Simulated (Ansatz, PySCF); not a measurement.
C3H6BN3, SMILES N1=CC=NB1NC. Atoms are numbered in the order given.

```xyz
13

C     -0.3266    -2.6035     0.0000
N      0.5890    -1.4802     0.0000
B      0.2474    -0.1395     0.0000
N     -1.1617     0.3802     0.0000
C     -0.9810     1.6456     0.0000
C      0.5045     2.0122     0.0000
N      1.2528     0.9758     0.0000
H     -0.1854    -3.2383     0.8916
H     -0.1854    -3.2383    -0.8916
H     -1.3559    -2.2222     0.0000
H      1.5787    -1.7124     0.0000
H     -1.7969     2.3871     0.0000
H      0.8813     3.0482     0.0000
```

Coordinates come from a B3LYP-D3(BJ)/def2-SVP optimisation. The structure was generated by enumeration, and PubChem lists no compound with its InChIKey, so it may never have been made. The values are those of a single conformer.

Two levels are set side by side: PBE-D3(BJ)/def2-SVP (Ansatz, an electronic-structure program) and B3LYP-D3(BJ)/def2-SVP (Ansatz). Each level has its own optimised geometry; the coordinates shown are those of the second. Frequencies come from the Hessian of PySCF at each geometry. Differences are taken from unrounded values.

| quantity | B3LYP-D3(BJ) |
|---|---|
| mean bond length (Å) | 1.265 |
| bond C1–N2 (Å) | 1.449 |
| bond N2–B3 (Å) | 1.383 |
| bond B3–N4 (Å) | 1.502 |
| bond B3–N7 (Å) | 1.502 |
| bond N4–C5 (Å) | 1.278 |
| bond C5–C6 (Å) | 1.530 |
| bond C6–N7 (Å) | 1.278 |
| bond C1–H8 (Å) | 1.104 |
| bond C1–H9 (Å) | 1.104 |
| bond C1–H10 (Å) | 1.098 |
| bond N2–H11 (Å) | 1.017 |
| bond C5–H12 (Å) | 1.103 |
| bond C6–H13 (Å) | 1.102 |
| highest harmonic wavenumber (cm⁻¹) | 3591 |
| mean harmonic wavenumber (cm⁻¹) | 1360 |
| zero-point energy (kcal/mol) | 64.16 |

Question: What does PBE-D3(BJ) give, and how far is it from B3LYP-D3(BJ)? (The exact figures need the calculation; the answer reports its results.)

Answer: 
```tsv
quantity	PBE-D3(BJ)	PBE-D3(BJ) minus B3LYP-D3(BJ)
mean bond length (Å)	1.272	0.007
bond C1–N2 (Å)	1.449	0.000
bond N2–B3 (Å)	1.394	0.010
bond B3–N4 (Å)	1.505	0.003
bond B3–N7 (Å)	1.504	0.003
bond N4–C5 (Å)	1.290	0.012
bond C5–C6 (Å)	1.529	-0.001
bond C6–N7 (Å)	1.290	0.012
bond C1–H8 (Å)	1.111	0.008
bond C1–H9 (Å)	1.111	0.008
bond C1–H10 (Å)	1.106	0.008
bond N2–H11 (Å)	1.024	0.008
bond C5–H12 (Å)	1.112	0.009
bond C6–H13 (Å)	1.112	0.009
highest harmonic wavenumber (cm⁻¹)	3507	-85
mean harmonic wavenumber (cm⁻¹)	1322	-38
zero-point energy (kcal/mol)	62.35	-1.80
```

GGA bonds tend to be longer and softer than those of functionals with exact exchange. Differences between two approximate levels are no errors against the true value.
